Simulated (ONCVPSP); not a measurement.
# Plane-wave convergence, ONCV potential for Pt

Pt, optimised norm-conserving Vanderbilt (ONCV), made with ONCVPSP 4.0.1 (PBE, scalar-relativistic). Core [Kr] 4d10, reference 4f14 5s2 5p6 5d9 6s0.5 6p0.5. Waves: 5s+6s: rc 1.75 bohr, ncon 4, nbas 8, qcut 6.6 1/bohr, 3 projectors, debl 2.8 Ha; 5p+6p: rc 1.70 bohr, ncon 5, nbas 9, qcut 8.9 1/bohr, 3 projectors, debl 1.1 Ha; 5d: rc 2.00 bohr, ncon 3, nbas 7, qcut 9.3 1/bohr, 1 projector; 4f: rc 0.75 bohr, ncon 3, nbas 8, qcut 25 1/bohr, 2 projectors, debl 0.3 Ha. Local part: polynomial inside 0.65 bohr (lpopt 5, dvloc0 3 Ha). Core correction: Teter function fitted to the true core (icmod 2), fcfact 0.6.

In the f channel the program set the typed energies aside and used -2.615, 0.250 Ha.

Problem. For each optimised wave give the share of its norm inside rc, the residual kinetic energy above qcut (Ha) and the cutoffs (Ha) for errors of 10, 1, 0.1 and 0.01 mHa per electron.

Solution.

```json
{"wave": "5s", "norm inside rc": "0.984", "residual KE": "1.1e-05", "10 mHa": "6.6", "1 mHa": "15.2", "0.1 mHa": "18.7", "0.01 mHa": "23.7"}
{"wave": "6s", "norm inside rc": "0.111", "residual KE": "3.5e-05", "10 mHa": "5.7", "1 mHa": "15.4", "0.1 mHa": "19.9", "0.01 mHa": "42.2"}
{"wave": "s projector 3", "norm inside rc": "0.102", "residual KE": "2.2e-04", "10 mHa": "12.6", "1 mHa": "18.9", "0.1 mHa": "24.1", "0.01 mHa": "52.6"}
{"wave": "5p", "norm inside rc": "0.928", "residual KE": "3.0e-06", "10 mHa": "17.4", "1 mHa": "27.2", "0.1 mHa": "32.9", "0.01 mHa": "37.2"}
{"wave": "6p", "norm inside rc": "0.019", "residual KE": "4.1e-07", "10 mHa": "7.1", "1 mHa": "11.9", "0.1 mHa": "27.1", "0.01 mHa": "33.3"}
{"wave": "p projector 3", "norm inside rc": "0.068", "residual KE": "3.0e-06", "10 mHa": "9.8", "1 mHa": "24.8", "0.1 mHa": "32.3", "0.01 mHa": "37.2"}
{"wave": "5d", "norm inside rc": "0.734", "residual KE": "1.2e-09", "10 mHa": "15.0", "1 mHa": "19.5", "0.1 mHa": "23.4", "0.01 mHa": "26.5"}
{"wave": "4f", "norm inside rc": "0.852", "residual KE": "9.5e-07", "10 mHa": "222.9", "1 mHa": "251.9", "0.1 mHa": "274.9", "0.01 mHa": "292.8"}
{"wave": "f projector 2", "norm inside rc": "0.000", "residual KE": "3.1e-10", "10 mHa": "1.1", "1 mHa": "97.4", "0.1 mHa": "157.7", "0.01 mHa": "202.3"}
```

The occupied waves need 252 Ha and 275 Ha for 1 and 0.1 mHa. Rows with under 1 % of the norm inside rc give no meaningful cutoff. Note: ghosts flagged at negative energy: s at -308.9 eV; GHOST(+) flagged for d at 81.3 eV, p at 117.8 eV. A true bound ghost makes a file unfit for plane-wave use. 1 of 4 tests not solved or not reliable.
